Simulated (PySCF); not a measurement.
# Radial density of Mn⁺ (manganese, charge +1)

MN15, [Ar] 3d5 4s1, high-spin 7S determinant. All numbers are calculated (PySCF 2.14, scalar relativity by spin-free X2C-1e, in Sapporo-DKH3-DZP-2012 (6s5p3d1f, 43 functions)).

```csv
r (bohr),4πr²ρ (e/bohr),4πr²(ρα − ρβ)
0.00129,0.2936,0.0001
0.00217,0.7392,0.0003
0.00365,1.821,0.0008
0.00614,4.268,0.0017
0.0103,9.320,0.0037
0.0174,17.85,0.0066
0.0292,27.28,0.0079
0.0491,29.48,0.0003
0.0827,23.50,-0.0120
0.139,28.22,0.0519
0.234,31.05,0.5070
0.393,13.39,2.0243
0.662,14.69,4.0046
1.11,9.133,3.3328
1.87,1.874,1.3883
3.15,0.4594,0.4568
5.30,0.03515,0.0352
8.91,9.160e-05,0.0001
```

Densities and radii are taken from the X2C orbitals without a picture-change correction, which distorts them close to the nucleus.

**Question.** Where is the radial spin density 4πr²(ρα − ρβ) most negative, and why is it negative at all?

**Answer.** Around r = 0.0827 bohr, down to -0.0120 e/bohr: exchange with the open shell polarises the paired shells in an unrestricted calculation.
